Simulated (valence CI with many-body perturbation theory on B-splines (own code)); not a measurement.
# Forbidden lines of Ba32+

Method: configuration interaction combined with many-body perturbation theory (CI+MBPT): six valence electrons over a frozen Dirac-Fock core [Ar], radial functions for each j: 7 s, 7 p, 8 d, 6 f, 4 g, 1 h, with the one-electron correlation potential Σ1 (screened to all orders), the two-electron term Σ2, the three-electron term Σ3, Breit, model QED; selected single and double excitations, second order for the rest, scaled by the run's own slope (own B-spline code, finite nucleus).

No measured spectrum was set against this ion. As an estimate, large intervals hold to a few tenths of a per cent, small ones and those within an open d or f shell to about a per cent. Core correlation moves these levels by up to 7800 cm⁻¹, and in measured spectra 5 to 20 % of such shifts remained as error; rates that hang on mixing are uncertain with them. Among the levels kept, up to 990 cm⁻¹ of a level comes from second order outside the variational space, and about a tenth of that is noise between levels of different J, which matters for small intervals. Only levels of the ground parity were solved; by the run's estimate the other parity begins above the list, which can be wrong where configurations are misplaced.

Lines 1 to 50 of 120 in falling wavelength, among levels below 749660 cm⁻¹, chosen from the decays that carry over 1 % of a level's rate. Wavelengths and rates use the calculated energies. Electric multipoles are in the length gauge, E1 and E2 with the static RPA response of the core. Weak lines are less certain than strong ones. Lines between different terms over intervals too small for the method are left out, as are lines whose strength nearly cancels. Where a level lies close to another of its J and parity, the split of strength between their lines is uncertain. The highest levels of a list are the least certain. Branching is blank where the lifetime is uncertain.

Levels are named by their leading jj configuration (3d3/2^4 stands for four electrons in 3d with j = 3/2), which in mixed levels can hold well under half, so a name can repeat and another be missing. Letters in brackets count levels of one name in rising energy.

| λ vac (nm) | Upper | Lower | Type | A (s⁻¹) | Branch % |
| --- | --- | --- | --- | --- | --- |
| 378.2 | (3d3/2^3 3d5/2^3) J=1 [a] | (3d3/2^4 3d5/2^2) J=0 | M1 | 4.69e+02 | 1.7 |
| 310.0 | (3d3/2^3 3d5/2^3) J=1 [b] | (3d3/2^2 3d5/2^4) J=2 [a] | M1 | 6.52e+02 |  |
| 259.3 | (3d3/2^3 3d5/2^3) J=5 | (3d3/2^3 3d5/2^3) J=4 [a] | M1 | 5.73e+02 | 6.8 |
| 253.0 | (3d3/2^4 3d5/2^2) J=2 | (3d3/2^4 3d5/2^2) J=4 | E2 | 5.28e-03 | 100.0 |
| 218.2 | (3d3/2^2 3d5/2^4) J=5 | (3d3/2^3 3d5/2^3) J=4 [b] | M1 | 1.34e+03 | 2.8 |
| 206.3 | (3d3/2^2 3d5/2^4) J=3 [b] | (3d3/2^2 3d5/2^4) J=4 [a] | M1 | 1.12e+03 | 1.9 |
| 171.0 | (3d3/2^3 3d5/2^3) J=4 [b] | (3d3/2^3 3d5/2^3) J=3 [b] | M1 | 1.11e+03 | 8.7 |
| 166.0 | (3d3/2^3 3d5/2^3) J=3 [c] | (3d3/2^2 3d5/2^4) J=2 [a] | M1 | 5.12e+02 | 1.5 |
| 164.4 | (3d3/2^4 3d5/2^2) J=0 | (3d3/2^4 3d5/2^2) J=2 | E2 | 1.30e-01 | 100.0 |
| 157.3 | (3d3/2^3 3d5/2^3) J=3 [a] | (3d3/2^4 3d5/2^2) J=2 | M1 | 3.91e+03 | 12.1 |
| 149.2 | (3d3/2^2 3d5/2^4) J=4 [c] | (3d3/2^2 3d5/2^4) J=4 [b] | M1 | 1.07e+03 | 1.1 |
| 146.7 | (3d3/2^3 3d5/2^3) J=1 [b] | (3d3/2^3 3d5/2^3) J=2 [a] | M1 | 5.27e+02 |  |
| 143.1 | (3d3/2^3 3d5/2^3) J=2 [b] | (3d3/2^3 3d5/2^3) J=3 [b] | M1 | 2.82e+03 | 7.4 |
| 138.0 | (3d3/2^3 3d5/2^3) J=3 [b] | (3d3/2^3 3d5/2^3) J=4 [a] | M1 | 2.71e+03 | 7.8 |
| 133.3 | (3d3/2^3 3d5/2^3) J=2 [a] | (3d3/2^3 3d5/2^3) J=1 [a] | M1 | 2.57e+03 | 7.3 |
| 132.2 | (3d3/2^2 3d5/2^4) J=3 [b] | (3d3/2^3 3d5/2^3) J=4 [b] | M1 | 4.15e+03 | 7.2 |
| 122.5 | (3d3/2^2 3d5/2^4) J=3 [a] | (3d3/2^2 3d5/2^4) J=2 [a] | M1 | 1.19e+03 | 1.5 |
| 116.7 | (3d3/2^2 3d5/2^4) J=4 [b] | (3d3/2^3 3d5/2^3) J=3 [c] | M1 | 1.56e+03 | 3.0 |
| 114.6 | (3d3/2^3 3d5/2^3) J=1 [a] | (3d3/2^4 3d5/2^2) J=2 | M1 | 2.78e+04 | 98.3 |
| 109.0 | (3d3/2^3 3d5/2^3) J=3 [c] | (3d3/2^3 3d5/2^3) J=3 [b] | M1 | 1.71e+03 | 5.2 |
| 108.9 | (3d3/2^2 3d5/2^4) J=4 [b] | (3d3/2^2 3d5/2^4) J=4 [a] | M1 | 3.46e+03 | 6.6 |
| 108.3 | (3d3/2^3 3d5/2^3) J=4 [b] | (3d3/2^3 3d5/2^3) J=5 | M1 | 6.08e+02 | 4.8 |
| 108.2 | (3d3/2^2 3d5/2^4) J=1 | (3d3/2^3 3d5/2^3) J=0 | M1 | 5.77e+03 | 9.4 |
| 105.2 | (3d3/2 3d5/2^5) J=2 | (3d3/2^2 3d5/2^4) J=2 [c] | M1 | 2.17e+03 | 1.4 |
| 104.0 | (3d3/2^3 3d5/2^3) J=3 [c] | (3d3/2^3 3d5/2^3) J=2 [a] | M1 | 3.41e+03 | 10.3 |
| 101.3 | (3d3/2^3 3d5/2^3) J=2 [a] | (3d3/2^3 3d5/2^3) J=3 [a] | M1 | 1.25e+03 | 3.6 |
| 100.6 | (3d3/2^2 3d5/2^4) J=1 | (3d3/2^3 3d5/2^3) J=2 [b] | M1 | 9.99e+03 | 16.3 |
| 99.15 | (3d3/2^2 3d5/2^4) J=1 | (3d3/2^2 3d5/2^4) J=0 [a] | M1 | 3.11e+03 | 5.1 |
| 98.63 | (3d3/2^2 3d5/2^4) J=2 [c] | (3d3/2^2 3d5/2^4) J=3 [b] | M1 | 1.94e+03 | 1.9 |
| 97.45 | (3d3/2^2 3d5/2^4) J=3 [b] | (3d3/2^2 3d5/2^4) J=2 [a] | M1 | 1.35e+03 | 2.4 |
| 97.01 | (3d3/2^3 3d5/2^3) J=3 [b] | (3d3/2^3 3d5/2^3) J=3 [a] | M1 | 4.49e+03 | 12.8 |
| 97.01 | (3d3/2^3 3d5/2^3) J=3 [a] | (3d3/2^4 3d5/2^2) J=4 | M1 | 2.83e+04 | 87.9 |
| 94.79 | (3d3/2^2 3d5/2^4) J=1 | (3d3/2^3 3d5/2^3) J=1 [b] | M1 | 1.20e+04 | 19.5 |
| 94.77 | (3d3/2 3d5/2^5) J=2 | (3d3/2 3d5/2^5) J=1 | M1 | 5.94e+03 | 3.9 |
| 90.18 | (3d3/2^2 3d5/2^4) J=2 [a] | (3d3/2^3 3d5/2^3) J=1 [a] | M1 | 1.33e+04 | 14.8 |
| 87.77 | (3d3/2^2 3d5/2^4) J=2 [b] | (3d3/2^3 3d5/2^3) J=1 [b] | M1 | 2.31e+03 | 3.3 |
| 85.08 | (3d3/2^2 3d5/2^4) J=3 [a] | (3d3/2^3 3d5/2^3) J=2 [a] | M1 | 1.04e+04 | 13.5 |
| 83.68 | (3d3/2^2 3d5/2^4) J=4 [a] | (3d3/2^3 3d5/2^3) J=5 | M1 | 1.80e+04 | 19.2 |
| 81.72 | (3d3/2^2 3d5/2^4) J=2 [c] | (3d3/2^2 3d5/2^4) J=3 [a] | M1 | 6.98e+03 | 6.7 |
| 76.37 | (3d3/2^3 3d5/2^3) J=4 [b] | (3d3/2^3 3d5/2^3) J=4 [a] | M1 | 1.10e+04 | 86.3 |
| 76.15 | (3d3/2^2 3d5/2^4) J=4 [c] | (3d3/2^2 3d5/2^4) J=3 [a] | M1 | 1.16e+03 | 1.2 |
| 74.78 | (3d3/2^3 3d5/2^3) J=4 [a] | (3d3/2^4 3d5/2^2) J=4 | M1 | 4.23e+04 | 99.7 |
| 74.56 | (3d3/2^2 3d5/2^4) J=3 [b] | (3d3/2^3 3d5/2^3) J=3 [b] | M1 | 2.43e+04 | 42.3 |
| 74.31 | (3d3/2^2 3d5/2^4) J=2 [a] | (3d3/2^3 3d5/2^3) J=3 [a] | M1 | 7.58e+04 | 84.8 |
| 72.59 | (3d3/2^2 3d5/2^4) J=1 | (3d3/2^2 3d5/2^4) J=2 [a] | M1 | 8.18e+02 | 1.3 |
| 72.47 | (3d3/2^2 3d5/2^4) J=5 | (3d3/2^3 3d5/2^3) J=6 | M1 | 2.94e+04 | 61.5 |
| 72.36 | (3d3/2^2 3d5/2^4) J=5 | (3d3/2^3 3d5/2^3) J=5 | M1 | 1.46e+04 | 30.5 |
| 72.20 | (3d3/2^2 3d5/2^4) J=3 [b] | (3d3/2^3 3d5/2^3) J=2 [a] | M1 | 1.20e+04 | 20.9 |
| 71.36 | (3d3/2^2 3d5/2^4) J=4 [c] | (3d3/2^2 3d5/2^4) J=5 | M1 | 1.30e+04 | 13.6 |
| 69.86 | (3d3/2^3 3d5/2^3) J=1 [b] | (3d3/2^3 3d5/2^3) J=1 [a] | M1 | 8.42e+03 |  |
